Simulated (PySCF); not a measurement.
O2P2, SMILES o1p2op21. Geometry optimised at B3LYP-D3(BJ)/def2-SVP.

PySCF with TDDFT-PBE/def2-SVPD puts the lowest singlet excitations at 2.19, 3.20, 4.39, 5.05, 5.47, 5.49 eV.

Task: What are the lowest excitation roots from PySCF 2.14.0 with ADC(2)/aug-cc-pVDZ? (An estimate is asked for; the answer gives what the named calculation found.)

Result: 2.36, 3.79, 4.79, 5.01, 5.55, 5.63 eV. S1 differs by 0.17 eV (second minus first; roots are paired by order, and the bases may differ).
